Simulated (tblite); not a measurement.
Question: Give a GFN2-xTB geometry of InChI=1S/C7H10F3P/c1-6(2,3)4-5(11-4)7(8,9)10/h11H,1-3H3.

Answer: 
```xyz
21
C7H10F3P angstrom
C     -1.505   -1.092    1.014
C     -0.864   -0.095    0.041
C     -1.687    1.199    0.011
C     -0.752   -0.698   -1.361
C      0.477    0.236    0.558
C      1.777    0.222    0.383
C      2.885   -0.151   -0.504
F      2.473   -0.814   -1.601
F      3.565    0.923   -0.947
F      3.783   -0.943    0.104
P      1.357    0.939    2.030
H     -2.526   -1.305    0.705
H     -0.944   -2.024    1.029
H     -1.521   -0.680    2.021
H     -1.239    1.920   -0.669
H     -2.698    0.986   -0.324
H     -1.735    1.640    1.005
H     -0.152   -1.605   -1.342
H     -0.284    0.005   -2.046
H     -1.742   -0.945   -1.737
H      1.321    2.298    1.629
```

Orientation and origin are arbitrary. Atoms count from 1 in this order. The 3-membered ring C5–C6–P11 has internal angles of 41.5° to 69.6°. P11 (phosphine phosphorus) is pyramidal (angles 97.3°, 97.2° and 41.5°, sum 236.0°, 1.02 Å off the plane of its three neighbours). All 3 C–F bonds measure 1.343 to 1.346 Å. The 6 C–C bonds span 1.311 Å (C5=C6, drawn double) to 1.534 Å (C1–C2, drawn single), a spread of 0.223 Å.

Bonds between heavy atoms (Å): C1–C2 1.534, C2–C3 1.533, C2–C4 1.530, C2–C5 1.475, C5=C6 1.311, C6–C7 1.467, C7–F8 1.346, C7–F9 1.346, C7–F10 1.343, C6–P11 1.845, C5–P11 1.853.

Computed geometry: GFN2-xTB, gas phase.

Point group: C1 (no symmetry element, even within 0.4 Å). Its lowest GFN2-xTB frequency is 13i cm⁻¹, too small to tell a flat minimum from a shallow saddle.
